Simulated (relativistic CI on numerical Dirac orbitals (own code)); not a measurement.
A reference radial Dirac CI calculation of Ti²⁺ gave the lowest total energy -851.72840 Ha in 22 SCF steps, from this input:

```
atom Ti  Z=22  charge=2  electrons=20
nucleus A=48  rms_radius_fm=3.5921
hamiltonian dirac-coulomb  breit=on  qed=on  c_scale=1
orbitals kli  potential=per-configuration
slater_scale 1
correlation none
mixing on
grid step=0.0125 r_max=49.7
scf mixing=0.4 start=green max_iterations=150 tolerance=2e-08 node_fill=0.05
configurations
  [Ar] 3d2
  [Ar] 3d 4s
end
```

One setting was then changed, and the output read:

```
SCF 1: [Ar] 3d2
 iter      energy (Ha)   residual   last orbital (Ha)
    1      -848.136441   1.35e+00     -1.82373
    2      -851.578264   5.10e-01     -1.17668
    3      -852.109624   6.17e-02     -0.94112
    4      -852.126101   3.85e-02     -1.00286
    5      -852.129797   6.61e-03     -0.98005
    6      -852.129833   1.19e-04     -0.97162
    7      -852.129840   3.91e-05     -0.97173
    8      -852.129843   4.85e-06     -0.97170
    9      -852.129843   1.44e-06     -0.97170
   10      -852.129843   2.11e-08     -0.97170
   11      -852.129843   5.07e-10     -0.97170
SCF 2: [Ar] 3d 4s
 iter      energy (Ha)   residual   last orbital (Ha)
    1      -848.822318   1.26e+00     -1.02400
    2      -851.469637   5.05e-01     -0.88585
    3      -851.980738   5.99e-02     -0.81308
    4      -851.996046   2.43e-02     -0.81341
    5      -851.996976   8.35e-03     -0.80939
    6      -851.996970   9.58e-05     -0.80549
    7      -851.996977   9.90e-05     -0.80540
    8      -851.996977   1.68e-05     -0.80535
    9      -851.996977   6.90e-07     -0.80534
   10      -851.996977   3.55e-08     -0.80534
   11      -851.996977   4.53e-10     -0.80534
orbital energies (Ha): 2s -20.6446  2p1/2 -17.3816  2p3/2 -17.1694  3s -3.1395  3p1/2 -2.2813  3p3/2 -2.2577  3d3/2 -0.9736  3d5/2 -0.9717
configuration averages (Ha): Dirac-Coulomb, Breit, QED
  3d2                           -852.129843    0.264534    0.175507
  3d 4s                         -851.996977    0.265054    0.175695
levels: no., configuration, term, J, E (cm-1), weight
   1 3d2                    3F   2                0.0  1.00
   2 3d2                    3F   3              160.9  1.00
   3 3d2                    3F   4              363.8  1.00
   4 3d2                    1D   2             5649.0  0.98
   5 3d2                    3P   0             6768.3  1.00
   6 3d2                    3P   1             6825.5  1.00
   7 3d2                    3P   2             6931.6  0.99
   8 3d2                    1G   4             8791.8  1.00
   9 3d2                    1S   0            21444.4  1.00
  10 3d 4s                  3D   1            32847.2  1.00
  11 3d 4s                  3D   2            32969.0  1.00
  12 3d 4s                  3D   3            33179.8  1.00
  13 3d 4s                  1D   2            35544.3  0.99
lowest total energy -851.709582 Ha
end: converged
```

Which setting was changed?
A. Breit term
B. configuration list
C. Slater scale
D. charge

C. The Slater scale 0.5.
